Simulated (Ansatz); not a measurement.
Gas-phase electronic energies from Ansatz, PBE0-D4/def2-TZVP geometries. CCSD(T)/CBS adds triple-zeta CCSD(T) − MP2 to the extrapolated MP2 energy (def2 sets, frozen cores). DFT in def2-TZVPP. B3LYP here is the variant with VWN-RPA as its local correlation; programs differ in this. One conformer a species, not always the lowest.

Reaction (formal exchange of groups at the Si–Si bond): `[SiH3][SiH2][SiH2][SiH3]` + `CBN` → `CB(N)[SiH2][SiH3]` + `[SiH3][SiH3]`

| level | ΔE (kJ/mol) | difference from CCSD(T)/CBS |
| --- | --- | --- |
| PBE-D4 | 27.0 | 1.2 |
| r2SCAN-D4 | 26.2 | 0.4 |
| PBE0-D4 | 28.3 | 2.5 |
| B3LYP-D4 | 25.7 | -0.1 |
| ωB97X-V | 24.5 | -1.3 |
| ωB97M-V | 23.8 | -2.0 |
| B2PLYP | 23.9 | -1.9 |
| PBE | 25.7 | -0.1 |
| r2SCAN | 25.9 | 0.1 |
| PBE0 | 26.9 | 1.1 |
| B3LYP | 23.3 | -2.5 |
| HF/def2-TZVPP | 24.4 | -1.4 |
| MP2/def2-TZVPP | 24.7 | -1.1 |
| SCS-MP2/def2-TZVPP | 23.0 | -2.8 |
| CCSD/def2-TZVPP | 23.8 | -2.0 |
| CCSD(T)/def2-TZVPP | 23.7 | -2.1 |
| HF/def2-QZVPP | 24.5 | -1.3 |
| MP2/def2-QZVPP | 25.9 | 0.1 |
| SCS-MP2/def2-QZVPP | 24.2 | -1.6 |
| HF/CBS(def2) | 24.5 | -1.3 |
| MP2/CBS(def2) | 26.7 | 0.9 |
| CCSD/CBS(def2) | 25.8 | 0.0 |
| CCSD(T)/CBS | 25.8 | 0 |

Largest T1 diagnostic among the species: 0.014.
